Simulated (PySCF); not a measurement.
Isomers of C4H9ClSSi2, mass 179.965 u with the commonest isotopes. Method used: PBE0/pcSseg-1 in PySCF (dipole) on a GFN2-xTB geometry, gas phase. One conformer each, none proved a minimum here; rigid rotors.

Question: Order these by radius of gyration √(Σ m r²/M), smallest first.
A. `[CH2:1]=[CH:2][SiH2:3][S:4][Si@H:5]([Cl:6])[CH:7]=[CH2:8]` with C1–C2–Si3–S4 0°, C2–Si3–S4–Si5 -172°, Si3–S4–Si5–Cl6 -52°, S4–Si5–C7–C8 -170°
B. `[CH2:1]=[CH:2][C:3](=[CH2:4])[SiH2:5][S:6][SiH2:7][Cl:8]` with C1–C2–C3–C4 178°, C2–C3–Si5–S6 63°, C3–Si5–S6–Si7 40°, Si5–S6–Si7–Cl8 51°
C. `[CH3:1][C:2]#[C:3][SiH2:4][Si@H:5]([Cl:6])[S:7][CH3:8]` with C3–Si4–Si5–Cl6 56°, Si4–Si5–S7–C8 64°
D. `[CH:1]#[C:2][Si@H:3]([Cl:4])[S:5][SiH2:6][CH2:7][CH3:8]` with C2–Si3–S5–Si6 59°, Si3–S5–Si6–C7 -176°, S5–Si6–C7–C8 175°

Answer: B (2.270 Å), C (2.471 Å), D (2.575 Å), A (2.613 Å).

Question: Order these by rotational constant C, largest first.
A. `[CH3:1][C:2]#[C:3][SiH2:4][Si@H:5]([Cl:6])[S:7][CH3:8]` with C3–Si4–Si5–Cl6 56°, Si4–Si5–S7–C8 64°
B. `[CH2:1]=[CH:2][SiH2:3][S:4][Si@H:5]([Cl:6])[CH:7]=[CH2:8]` with C1–C2–Si3–S4 0°, C2–Si3–S4–Si5 -172°, Si3–S4–Si5–Cl6 -52°, S4–Si5–C7–C8 -170°
C. `[CH2:1]=[CH:2][C:3](=[CH2:4])[SiH2:5][S:6][SiH2:7][Cl:8]` with C1–C2–C3–C4 178°, C2–C3–Si5–S6 63°, C3–Si5–S6–Si7 40°, Si5–S6–Si7–Cl8 51°
D. `[CH:1]#[C:2][Si@H:3]([Cl:4])[S:5][SiH2:6][CH2:7][CH3:8]` with C2–Si3–S5–Si6 59°, Si3–S5–Si6–C7 -176°, S5–Si6–C7–C8 175°

Answer: C (642.1 MHz), A (554.1 MHz), D (473.2 MHz), B (419.5 MHz).

Question: Order these by rotational constant A, smallest first.
A. `[CH:1]#[C:2][Si@H:3]([Cl:4])[S:5][SiH2:6][CH2:7][CH3:8]` with C2–Si3–S5–Si6 59°, Si3–S5–Si6–C7 -176°, S5–Si6–C7–C8 175°
B. `[CH2:1]=[CH:2][SiH2:3][S:4][Si@H:5]([Cl:6])[CH:7]=[CH2:8]` with C1–C2–Si3–S4 0°, C2–Si3–S4–Si5 -172°, Si3–S4–Si5–Cl6 -52°, S4–Si5–C7–C8 -170°
C. `[CH3:1][C:2]#[C:3][SiH2:4][Si@H:5]([Cl:6])[S:7][CH3:8]` with C3–Si4–Si5–Cl6 56°, Si4–Si5–S7–C8 64°
D. `[CH2:1]=[CH:2][C:3](=[CH2:4])[SiH2:5][S:6][SiH2:7][Cl:8]` with C1–C2–C3–C4 178°, C2–C3–Si5–S6 63°, C3–Si5–S6–Si7 40°, Si5–S6–Si7–Cl8 51°

Answer: C (1126 MHz), D (1288 MHz), A (1493 MHz), B (2021 MHz).

```
                 SMILES  point group  Ia (u·Å²)  Ib (u·Å²)  Ic (u·Å²)      κ  μa (D)  μb (D)  μc (D)
C=C[SiH2]S[Si@H](Cl)C=C           C1     250.02    1003.42    1204.63  -0.89    0.22    0.56    0.71
 C#C[Si@H](Cl)S[SiH2]CC           C1     338.50     979.49    1068.06  -0.92    1.32    1.63    0.77
C=CC(=C)[SiH2]S[SiH2]Cl           C1     392.42     675.08     787.05  -0.67    1.28    1.25    0.90
 CC#C[SiH2][Si@H](Cl)SC           C1     448.63     836.99     912.02  -0.83    2.85    0.62    0.27
```
